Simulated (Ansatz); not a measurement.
Members of the series Al-XY, Y = amino; each row names its spin state. Isolated molecules, 0 K electronic values unless said otherwise. One relaxed conformer stands for each flexible species; it need not be the lowest. Strings in code marks are SMILES.

Quantity: adiabatic spin-state energy, in kcal/mol. The DFT solution of `[NH2][Al-][AlH2]` is unstable or spin-contaminated; the geometry comes from it.

Case: `[NH2][Al-][AlH2]`: multiplicity 3 minus multiplicity 1. The other species in the difference include `[NH2][Al-][AlH2]` (charge -1, multiplicity 1). Geometry of `[NH2][Al-][AlH2]` (charge -1, multiplicity 3, Å):

```xyz
7

N     -1.9302    -0.3893     0.0677
Al    -0.2962    -0.9230    -0.5504
Al     1.8530     0.3092    -0.1066
H     -2.0922     0.4348     0.6284
H     -2.7993    -0.8711    -0.0983
H      2.0080     1.6802     0.7583
H      3.2568    -0.2407    -0.6990
```

Task: Give the adiabatic spin-state energy at the level B3LYP/aug-cc-pVTZ // PBE0-D3(BJ)/def2-TZVPD (Ansatz, a first-principles code).

Result: 7.84 kcal/mol.
